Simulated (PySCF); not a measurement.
Delta-SCF ions had no search for a lower state. Excitations are Tamm–Dancoff values on a coarser integration grid. The basis has no diffuse functions, so Rydberg states are missing or too high.

Cartesian coordinates (Å):
```xyz
17

In    -0.1203    -0.0698    -0.0666
H     -0.6514     1.3118    -0.9921
H     -0.9590    -0.4644     1.4127
H      0.8052    -1.3146    -0.8675
C      1.2429     2.1372     1.7624
N      1.7537     1.0182     0.9768
C      2.6463     1.4851    -0.0792
C      2.4209     0.0410     1.8312
H      2.0632     2.6813     2.2693
H      0.5402     1.7670     2.5221
H      0.7057     2.8366     1.1064
H      2.9821     0.6320    -0.6855
H      3.5342     1.9964     0.3404
H      2.1106     2.1855    -0.7353
H      3.2968     0.4846     2.3429
H      1.7175    -0.3301     2.5898
H      2.7580    -0.8122     1.2259
```
Charge 0, multiplicity 1.

Question: Give the charge on the central atom (Mulliken), S1 oscillator strength, HOMO–LUMO gap, brightest of the four lowest singlets (TDA), vertical ionisation energy (Delta-SCF), LUMO, S1–T1 gap (TDA) and dipole moment at the level PBE0-D4/def2-TZVP // PBE0-D4/def2-SVP (PySCF 2.14.0).

Answer: 
The charge on the central atom (Mulliken) is 0.25 e, the S1 oscillator strength is 0.004 and the HOMO–LUMO gap comes out as 7.24 eV. The brightest of the four lowest singlets (TDA) is 7.30 eV. The vertical ionisation energy (Delta-SCF) comes out as 9.42 eV and the LUMO is -0.06 eV. The S1–T1 gap (TDA) comes out as 0.44 eV. The dipole moment is 4.24 D.
